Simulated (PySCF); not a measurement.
## B: excitation energy

B [He] 2s2 2p1 (2P) → B [He] 2s2 3d1 (2D), as a difference of total energies. Calculation: PySCF 2.14, in aug-cc-pwCVTZ (7s6p4d2f, 59 functions); no relativity, point nucleus. Correlated levels: valence: 1s2 frozen; valence and next inner shell: nothing frozen. The calculations carry no spin-orbit coupling.

| method | excitation energy (cm⁻¹) | error (cm⁻¹) |
| --- | --- | --- |
| UHF | 63914 | +9156 |
| LDA | 62657 | +7899 |
| PBE | 61628 | +6871 |
| PBE0 | 62811 | +8054 |
| r2SCAN | 64467 | +9710 |
| HSE06 | 62668 | +7910 |
| BHandHLYP | 64239 | +9481 |
| CAM-B3LYP | 65256 | +10499 |
| wB97X | 65748 | +10990 |
| MP2 (valence) | 64217 | +9459 |
| SCS-MP2 (valence) | 64122 | +9364 |
| MP2 (valence and next inner shell) | 64411 | +9653 |
| SCS-MP2 (valence and next inner shell) | 64249 | +9491 |

Reference: 54758 cm⁻¹ (measured; NIST levels, between the centres of gravity of the two terms).

Errors of the correlated levels include the incompleteness of this basis and the frozen core.

The promoted electron is Rydberg-like, and one or two diffuse shells describe it only roughly, which tends to raise the upper state.

In the upper state the promoted electron has a positive orbital energy at LDA, PBE, PBE0, r2SCAN, HSE06, BHandHLYP, CAM-B3LYP, so the basis confines it.
